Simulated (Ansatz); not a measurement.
C2H6AlF (SMILES [CH3][Al]([CH3])[F]) moved off its minimum; all values from Ansatz (an electronic-structure program), cores frozen in correlated methods.
(charge 0, multiplicity 1)
```xyz
10

Al    -0.0277    -0.0102    -0.0562
C      1.8517    -0.2674    -0.8062
H      2.2260    -1.1224    -0.4695
H      2.5061     0.5521    -0.3691
H      1.8504    -0.0804    -1.8483
C     -0.5858    -0.5343     1.6034
H     -1.4615    -1.2603     1.8035
H     -1.1668     0.2937     2.1903
H      0.1930    -0.6959     2.3859
F     -1.1619     0.9482    -1.0824
```

Q: Give the forces (eV/Å), the total energy and the dipole at CCSD(T)/cc-pV(T+d)Z.

A: 
```tsv
atom	Fx	Fy	Fz
Al1	-0.067	2.042	-3.749
C2	-2.229	5.033	0.918
H3	1.756	-3.922	0.900
H4	-0.722	-0.712	-0.300
H5	0.162	-0.346	-1.166
C6	-3.009	0.047	4.706
H7	1.659	0.288	-0.751
H8	0.977	-0.385	-1.366
H9	-0.230	-0.512	-0.763
F10	1.703	-1.534	1.571
```
Energy -421.4720 hartree, dipole 2.53 D.
